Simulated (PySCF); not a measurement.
Working out the ionisation energy of C²⁺

C²⁺ [He] 2s2 (1S) → C³⁺ [He] 2s1 (2S). Computed with PySCF 2.14 in dyall-acv3z (15s9p4d2f, 76 functions), with no relativity, point nucleus. Frozen: nothing; the 5 highest virtual orbitals dropped. Energies in hartree (1 hartree = 27.21139 eV):

```
            part  C²⁺ (lower)  C³⁺ (upper)
             UHF   -36.408412   -34.726100
CCSD correlation    -0.121603    -0.046112
             (T)    -0.000601    -0.000015
```

Question: What does Hartree-Fock give?

Answer: (-34.726100) − (-36.408412) = 1.682312 hartree = 45.778 eV.

Question: What do CCSD and CCSD(T) give?

Answer: The CCSD correlation energies differ by 0.075491 hartree = 2.054 eV and the triples by 0.000586 hartree = 0.016 eV, so CCSD gives 47.832 eV and CCSD(T) 47.848 eV.

Measured between the centres of the two terms (NIST): 47.888 eV, so CCSD(T) (valence and next inner shell) is off by -0.040 eV.

The coupled-cluster amplitudes are large, so a single reference is strained.

What remains against the reference includes basis incompleteness and higher excitations.
